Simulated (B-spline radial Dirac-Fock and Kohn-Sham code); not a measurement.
## Auger parameter of aluminum: the K level and its strongest K-LL line

Method: Dirac-Fock energy differences between relaxed states, corrected for Breit and QED terms. Computed with a B-spline atomic structure program. The modified Auger parameter α′ is the binding energy plus the kinetic energy of the Auger electron; it does not depend on the energy zero. For free ions it tends to fall with charge, since less charge screens the final holes.

```csv
species,configuration,binding 1s (eV),Auger line,kinetic (eV),α′ (eV)
Al,[Ne] 3s2 3p1,1568.1,L2L3 J=2,1374.6,2942.7
Al⁺,[Ne] 3s2,1578.5,L2L3 J=2,1362.4,2940.9
Al⁺ (Watson 2.7 Å),[Ne] 3s2,1573.2,L2L3 J=2,1367.7,2940.9
Al³⁺,[He] 2s2 2p6,1607.9,L2L3 J=2,1331.9,2939.8
Al³⁺ (Watson 2.4 Å),[He] 2s2 2p6,1589.9,L2L3 J=2,1349.9,2939.8
```
